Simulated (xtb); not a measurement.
H$_{2}$ISi, charge +2, doublet, geometry from GFN2-xTB of the parent state (a state made from the parent by changing its charge; the spin is typed, not shown lowest); GFN2-xTB run with xtb.

The xtb input:
```
$ xtb mol.xyz --gfn 2 --chrg 2 --uhf 1 --json

# file mol.xyz
4

Si    -1.84359992     0.03632497     0.38543371
I      0.57775042    -0.01202724    -0.09551073
H     -2.37465293     1.28448625    -0.13593458
H     -2.43572063    -1.15559223    -0.19806885
```

The log (banner, timings and long lists left out):

```
   ID    Z sym.   atoms
    1   14 Si     1
    2   53 I      2
    3    1 H      3, 4

           -------------------------------------------------
          |                Calculation Setup                |
           -------------------------------------------------

           -------------------------------------------------
          |                 G F N 2 - x T B                 |
           -------------------------------------------------

          ...................................................
          :                      SETUP                      :
          :.................................................:
          :  # basis functions                  22          :
          :  # atomic orbitals                  20          :
          :  # shells                            8          :
          :  # electrons                        11          :
          :  max. iterations                   250          :
          :  Hamiltonian                  GFN2-xTB          :
          :  restarted?                      false          :
          :  GBSA solvation                  false          :
          :  PC potential                    false          :
          :  electronic temp.          300.0000000     K    :
          :  accuracy                    1.0000000          :
          :  -> integral cutoff          0.2500000E+02      :
          :  -> integral neglect         0.1000000E-07      :
          :  -> SCF convergence          0.1000000E-05 Eh   :
          :  -> wf. convergence          0.1000000E-03 e    :
          :  Broyden damping             0.4000000          :
          :  net charge                          2          :
          :  unpaired electrons                  1          :
          ...................................................

 iter      E             dE          RMSdq      gap      omega  full diag
   1     -4.5630601 -0.456306E+01  0.189E+01    2.68       0.0  T
   2     -2.8329832  0.173008E+01  0.218E+01    0.48       1.0  T
   3     -4.8914211 -0.205844E+01  0.114E+01    3.30       1.0  T
   4     -5.2272555 -0.335834E+00  0.986E+00    3.15       1.0  T
   5     -5.2075075  0.197479E-01  0.102E+01    3.19       1.0  T
   6     -5.2720031 -0.644956E-01  0.531E+00    2.87       1.0  T
   7     -5.2866838 -0.146807E-01  0.192E+01    1.93       1.0  T
   8     -5.3409254 -0.542416E-01  0.125E+01    2.45       1.0  T
   9     -5.3194961  0.214293E-01  0.208E+01    2.21       1.0  T
  10     -5.3224489 -0.295279E-02  0.193E+01    2.24       1.0  T
  11     -5.3495637 -0.271148E-01  0.244E+00    2.44       1.0  T
  12     -5.3527338 -0.317007E-02  0.425E+00    2.55       1.0  T
  13     -5.3534182 -0.684420E-03  0.271E+00    2.56       1.0  T
  14     -5.3542211 -0.802917E-03  0.159E+00    2.58       1.0  T
  15     -5.3551122 -0.891088E-03  0.777E-01    2.62       1.0  T
  16     -5.3550976  0.145959E-04  0.952E-01    2.62       1.0  T
  17     -5.3550871  0.104530E-04  0.793E-01    2.62       1.0  T
  18     -5.3551333 -0.461753E-04  0.284E-01    2.61       1.0  T
  19     -5.3551373 -0.396085E-05  0.821E-02    2.61       1.0  T
  20     -5.3551372  0.287826E-07  0.188E-02    2.61       2.7  T
  21     -5.3551374 -0.111385E-06  0.643E-03    2.61       7.8  T
  22     -5.3551374 -0.394416E-07  0.270E-03    2.61      18.5  T
  23     -5.3551374  0.804118E-09  0.213E-03    2.61      23.5  T
  24     -5.3551374 -0.697878E-09  0.127E-03    2.61      39.2  T
  25     -5.3551374 -0.519283E-09  0.163E-03    2.61      30.7  T
  26     -5.3551374 -0.669127E-10  0.185E-04    2.61     270.2  T
  27     -5.3551374 -0.453522E-10  0.469E-05    2.61    1067.1  T

   *** convergence criteria satisfied after 27 iterations ***

         :::::::::::::::::::::::::::::::::::::::::::::::::::::
         ::                     SUMMARY                     ::
         :::::::::::::::::::::::::::::::::::::::::::::::::::::
         :: total energy              -5.326636187192 Eh    ::
         :: gradient norm              0.045626001856 Eh/a0 ::
         :: HOMO-LUMO gap              2.611420297947 eV    ::
         ::.................................................::
         :: SCC energy                -5.355137297269 Eh    ::
         :: -> isotropic ES            0.493287712796 Eh    ::
         :: -> anisotropic ES         -0.021640743905 Eh    ::
         :: -> anisotropic XC         -0.003183147227 Eh    ::
         :: -> dispersion             -0.001364371293 Eh    ::
         :: repulsion energy           0.028501110077 Eh    ::
         :: add. restraining           0.000000000000 Eh    ::
         :: total charge               2.000000000001 e     ::
         :::::::::::::::::::::::::::::::::::::::::::::::::::::

           -------------------------------------------------
          |                Property Printout                |
           -------------------------------------------------

    * Orbital Energies and Occupations

         #    Occupation            Energy/Eh            Energy/eV
      -------------------------------------------------------------
         1        2.0000           -1.2886639             -35.0663
         2        2.0000           -1.1804188             -32.1208
         3        2.0000           -0.9430880             -25.6627
         4        2.0000           -0.9424367             -25.6450
         5        1.8608           -0.9175276             -24.9672
         6        1.1392           -0.9140650             -24.8730 (HOMO)
         7                         -0.8180970             -22.2616 (LUMO)
         8                         -0.7380234             -20.0826
         9                         -0.7079795             -19.2651
        10                         -0.6808480             -18.5268
        11                         -0.6249663             -17.0062
        12                         -0.6079191             -16.5423
        13                         -0.5430573             -14.7773
        14                         -0.5034931             -13.7007
        15                         -0.5018506             -13.6560
        16                         -0.4311254             -11.7315
        17                         -0.4194432             -11.4136
       ...                                ...                  ...
        20                          0.3080692               8.3830
      -------------------------------------------------------------
                  HL-Gap            0.0959679 Eh            2.6114 eV
             Fermi-level           -0.8909386 Eh          -24.2437 eV

     #   Z          covCN         q      C6AA      α(0)
     1  14 Si       2.705     0.792   162.740    28.017
     2  53 I        0.863     0.585   331.814    31.446
     3   1 H        0.921     0.312     0.676     1.285
     4   1 H        0.921     0.312     0.676     1.285

 Mol. C6AA /au·bohr⁶  :       1050.817081
 Mol. C8AA /au·bohr⁸  :      82094.513069
 Mol. α(0) /au        :         62.033633

Wiberg/Mayer (AO) data.
largest (>0.10) Wiberg bond orders for each atom

 ---------------------------------------------------------------------------
     #   Z sym  total        # sym  WBO       # sym  WBO       # sym  WBO
 ---------------------------------------------------------------------------
     1  14 Si   2.768 --     2 I    1.364     3 H    0.702     4 H    0.702
     2  53 I    1.641 --     1 Si   1.364     4 H    0.139     3 H    0.139
     3   1 H    0.875 --     1 Si   0.702     2 I    0.139
     4   1 H    0.875 --     1 Si   0.702     2 I    0.139
 ---------------------------------------------------------------------------

Topologies differ in total number of bonds
Writing topology from bond orders to xtbtopo.mol

molecular dipole:
                 x           y           z       tot (Debye)
 q only:       -4.951       0.117       0.274
   full:       -4.775       0.100       0.748      12.287
molecular quadrupole (traceless):
                xx          xy          yy          xz          yz          zz
 q only:       21.265      -0.699      -8.516      -1.842       0.154     -12.749
  q+dip:       21.572      -0.661      -8.670      -3.790       0.202     -12.902
   full:       20.440      -0.632      -9.241      -4.363       0.159     -11.199

           -------------------------------------------------
          | TOTAL ENERGY               -5.326636187192 Eh   |
          | GRADIENT NORM               0.045626001856 Eh/α |
          | HOMO-LUMO GAP               2.611420297947 eV   |
           -------------------------------------------------

normal termination of xtb
```
